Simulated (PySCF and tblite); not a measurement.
Results of a calculation; reference values are marked as such.
System: C4H7NSe, numbered as in [CH2:1]=[CH:2][C:3](=[Se:4])[NH:5][CH3:6].

Motion: rotation about the C2–C3 bond (torsion C1–C2–C3–Se4 from 0° to 158°, rising). GFN2-xTB gives an electronic barrier of 4.4 kcal/mol and a reaction energy of 0.6 kcal/mol.

Spin–orbit effects of heavy atoms on shieldings are missing.

(1) What does PBE0/pcSseg-1 + D3(BJ) give on GFN2-xTB geometries?

Programs: tblite and PySCF.

Answers

(1) A barrier of 4.6 kcal/mol, 0.2 above the tight-binding barrier (from unrounded values), a reaction energy of 1.3 kcal/mol and, with GFN2-xTB thermal terms, ΔG‡(298 K) = 4.6 kcal/mol and k = 5×10⁹ s⁻¹ (2 equivalent paths).
